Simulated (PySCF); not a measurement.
Compound: C2H7BO4Si.
InChI=1S/C2H7BO4Si/c1-2(4)7-8-3(5)6/h5-6H,8H2,1H3

The closed-shell ground state was solved at several levels (PySCF, density fitting, gas phase, non-relativistic). One conformer (not necessarily the lowest) at the GFN2-xTB geometry, without solvent, vibrations or thermal averaging.

```
              level  basis functions  HOMO (eV)  LUMO (eV)  gap (eV)  dipole (D)
     PBE0/def2-SVPD              232      -8.33      -0.54      7.79        1.49
CAM-B3LYP/def2-SVPD              232      -9.79       0.52     10.31        1.57
```

Problem. What might PBE0/pcSseg-1 (178 basis functions) give for the same quantities?

Solution. HOMO -8.25 eV, LUMO -0.41 eV, gap 7.84 eV, dipole 1.30 D.

Problem. Over all these levels, which gives the widest orbital gap and which the narrowest?

Solution. CAM-B3LYP/def2-SVPD (range-separated hybrid) has the widest, 10.31 eV, and PBE0/def2-SVPD (global hybrid, 25 % exact exchange) the narrowest, 7.79 eV. The two share the basis. From the narrowest to the widest the HOMO moves by -1.46 eV and the LUMO by +1.06 eV.

Problem. How far do the dipole and the HOMO energy spread over the levels?

Solution. The dipole runs from 1.30 to 1.57 D (mean 1.45 D) and the HOMO from -9.79 to -8.25 eV.
